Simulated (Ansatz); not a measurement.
System: Cu, charge -1, singlet.

Total energies in aug-cc-pwCVTZ-DK, 20 correlated electrons, 5 frozen orbitals. UHF or UKS for unpaired electrons; spin-orbit terms are left out. The -DK rows use spin-free X2C, correlate 3s3p of the metal (1s2s2p frozen) and give its partners the cc-pVXZ-DK valence sets. The T1 diagnostic of Cu- ([Cu-], singlet) reaches 0.043 in the sets run. The restricted determinant of Cu- ([Cu-], singlet) is unstable towards broken spin symmetry in at least one set run.

```json
[
 {"method": "HF", "program": "Ansatz", "energy (Eh)": "-1653.15755", "minus CCSDT(Q) (mEh)": "976.05"},
 {"method": "MP2", "program": "Ansatz", "energy (Eh)": "-1654.22360", "minus CCSDT(Q) (mEh)": "-90.00"},
 {"method": "CCSD", "program": "Ansatz", "energy (Eh)": "-1654.09740", "minus CCSDT(Q) (mEh)": "36.21"},
 {"method": "CCSD(T)", "program": "Ansatz", "energy (Eh)": "-1654.13686", "minus CCSDT(Q) (mEh)": "-3.26"},
 {"method": "CCSDT(Q)", "program": "Ansatz", "energy (Eh)": "-1654.13360", "minus CCSDT(Q) (mEh)": "0.00"}
]
```

Ansatz is an electronic-structure program.
